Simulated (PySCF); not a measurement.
C₂H₆AlCl₃Ge, SMILES [CH3][Al]([CH3])[Ge]([Cl])([Cl])[Cl], PBE0/def2-SVP optimised geometry.

```
13

Ge    -0.35     0.66     0.00
Cl     1.82     0.66     0.00
Cl    -0.94     2.75     0.00
Cl    -0.94    -0.11     1.94
Al    -1.27    -0.65    -1.93
C     -1.56     0.37    -3.56
C     -1.49    -2.56    -1.59
H     -1.88     1.40    -3.34
H     -0.62     0.44    -4.12
H     -2.31    -0.10    -4.22
H     -2.20    -3.04    -2.29
H     -0.52    -3.07    -1.71
H     -1.82    -2.75    -0.56
```

Density from PBE0/def2-TZVP in PySCF at that geometry.

Minimum of the electron density along straight lines between bonded atoms, close to the bond critical point (lines longer than 1.1 times the sum of covalent radii, or with two minima, are not listed):

| bond | length / Å | ρ at the minimum / e bohr⁻³ | ∇²ρ there / e bohr⁻⁵ | position (fraction from the first atom) |
|---|---|---|---|---|
| Ge1–Cl2 | 2.177 | 0.101 | 0.15 | 0.43 |
| Ge1–Cl3 | 2.174 | 0.101 | 0.15 | 0.43 |
| Ge1–Cl4 | 2.174 | 0.101 | 0.15 | 0.43 |
| Ge1–Al5 | 2.505 | 0.056 | 0.04 | 0.65 |
| Al5–C6 | 1.946 | 0.088 | 0.26 | 0.41 |
| Al5–C7 | 1.946 | 0.088 | 0.26 | 0.41 |
| C6–H8 | 1.102 | 0.265 | -0.86 | 0.64 |
| C6–H9 | 1.105 | 0.261 | -0.83 | 0.64 |
| C6–H10 | 1.102 | 0.264 | -0.86 | 0.64 |
| C7–H11 | 1.101 | 0.264 | -0.86 | 0.64 |
| C7–H12 | 1.105 | 0.261 | -0.83 | 0.64 |
| C7–H13 | 1.102 | 0.264 | -0.86 | 0.64 |
